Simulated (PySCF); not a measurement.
Correlation energy of Ti²⁺ (titanium, charge +2)

[Ar] 3d2, high-spin 3F determinant. Calculation: PySCF 2.14, in an uncontracted even-tempered set (21 s from 0.054 bohr⁻², ratio 2.5; 14 p from 0.071 bohr⁻², ratio 2.5; 11 d from 0.071 bohr⁻², ratio 2.5; 6 f from 0.27 bohr⁻², ratio 2.7; 5 g from 0.4 bohr⁻², ratio 2.7); the spin-free X2C one-electron Hamiltonian (Gaussian nucleus). Frozen: [Ne]; 10 electrons correlated; the 45 highest virtual orbitals of each spin left out.

MP2 pair energies summed by pair of shells (mhartree):

```csv
pair,energy,share (%)
3p-3p,-152.09,46.8
3p-3d,-89.33,27.5
3s-3p,-52.37,16.1
3s-3d,-16.68,5.1
3s-3s,-9.00,2.8
3d-3d,-5.24,1.6
```

Total MP2 correlation energy: -324.71 mhartree.

Same-spin part -83.86 and opposite-spin part -240.85 mhartree; SCS-MP2 scales them by 1/3 and 6/5 to -316.97 mhartree.
